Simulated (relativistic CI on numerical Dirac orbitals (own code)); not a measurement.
# What each ingredient does to the levels of Sb XXII

Base calculation: Dirac-Coulomb-Breit CI, orbitals from a KLI potential per configuration, model QED (radiative potential, 1s self-energy scaled to tabulated hydrogen-like ionisation energies), unscaled Slater integrals.

Configurations in the expansion (outside the closed core [Ar]): 3d¹⁰4s², 3d¹⁰4s4p, 3d¹⁰4p², 3d¹⁰4s4d, 3d¹⁰4d², 3d¹⁰4s4f, 3d¹⁰4p4d, 3d¹⁰4f², 3d¹⁰4p4f, 3d¹⁰4d4f, 3d¹⁰4s5s, 3d¹⁰4s5p, 3d¹⁰4s5d, 3d¹⁰4s5f, 3d¹⁰4s5g, 3d¹⁰4s6s, 3d¹⁰4s6p, 3d¹⁰4s6d, 3d¹⁰4s6f, 3d¹⁰4s7s, 3d⁹4s²4p, 3d⁹4s²4d, 3d⁹4s²4f, 3d⁹4s²5s, 3d⁹4s²5p, 3d⁹4s²5d. Double excitations out of closed p, d and f shells are left out; levels of such configurations are missing from the list, as are those of other unlisted configurations, and high levels can miss mixing partners. These lack a partner that the ground configuration has and come out too high: 3d⁹4s²4p, 3d⁹4s²4d, 3d⁹4s²4f, 3d⁹4s²5s, 3d⁹4s²5p.

Variants: (1) configuration mixing switched off. Shifts of the energy above 3d¹⁰4s² ¹S0, in cm⁻¹, for the lowest level and the first level of each name with at least 55 % of one term (blank where a level changes its place among those of its configuration and J or its character, or is not in the variant):

| Level | Base | Δ(1) |
| --- | --- | --- |
| 3d¹⁰4s² ¹S0 | 0 | 0 |
| 3d¹⁰4s4p ³P°0 | 324518 | -12154 |
| 3d¹⁰4s4p ³P°1 | 344276 | -10909 |
| 3d¹⁰4s4p ³P°2 | 427523 | -12014 |
| 3d¹⁰4s4p ¹P°1 | 518607 | +2665 |
| 3d¹⁰4p² ³P0 | 757969 | -12345 |
| 3d¹⁰4p² ³P1 | 837610 | -11506 |
| 3d¹⁰4p² ¹D2 | 841354 |  |
| 3d¹⁰4p² ³P2 | 938189 |  |
| 3d¹⁰4p² ¹S0 | 1004069 | -10561 |
| 3d¹⁰4s4d ³D1 | 1075882 | -11648 |
| 3d¹⁰4s4d ³D2 | 1082661 | -12156 |
| 3d¹⁰4s4d ³D3 | 1095220 | -11522 |
| 3d¹⁰4s4d ¹D2 | 1166396 | -33550 |

At this charge energies of transitions that change n are usually good to better than 1 %, and those within a shell (Δn = 0) to a few per cent.

Ionisation energy from the two ground configurations alone: base 656.976 eV. The NIST ASD value (theoretical) is 657 eV.

LS names give the leading component of a level, which can be under half, so a name can repeat, a term be missing and a line seem to break the LS rules.
